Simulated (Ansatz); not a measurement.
System: C$_{3}$H$_{6}$O (charge 0, singlet). 
Coordinates optimised at B3LYP-D3(BJ)/def2-TZVP (Ansatz, a program for electronic structure):
```xyz
10

C     -1.5238     0.0613     0.0765
C     -0.3288    -0.3284    -0.7795
C      1.0078    -0.0772    -0.1359
O      1.1675     0.3908     0.9614
H     -1.5255    -0.4909     1.0163
H     -1.4953     1.1225     0.3239
H     -2.4572    -0.1461    -0.4476
H     -0.3236     0.2053    -1.7384
H     -0.3534    -1.3908    -1.0534
H      1.8839    -0.3607    -0.7585
```

Problem. Give the harmonic wavenumbers at B3LYP-D3(BJ)/def2-TZVP (Ansatz, finite differences of forces, unscaled).

Solution. 141, 231, 257, 670, 673, 852, 906, 1007, 1113, 1149, 1283, 1367, 1411, 1424, 1450, 1494, 1500, 1807, 2865, 3006, 3024, 3050, 3114, 3116 cm⁻¹. Zero-point energy 52.8 kcal/mol.

Problem. From these and the geometry, give the ideal-gas thermochemistry at 298.15 K and 1 atm (rigid rotor, harmonic oscillator).

Solution. Point group Cs, rotational symmetry number 1. Rotational constants 16.88, 5.851, 4.588 GHz. S(trans) 38.10, S(rot) 24.08, S(vib) 7.66, S(elec, spin only) 0.00, S 69.8 cal/(mol K). H(298) - H(0) 3.72 kcal/mol; G - E(el) 35.7 kcal/mol. Tabulated S at 1 bar: 72.8 cal/(mol K) (CRC Handbook, as tabulated in the package chemicals); it can hold hindered rotation or other conformers, which this model lacks.
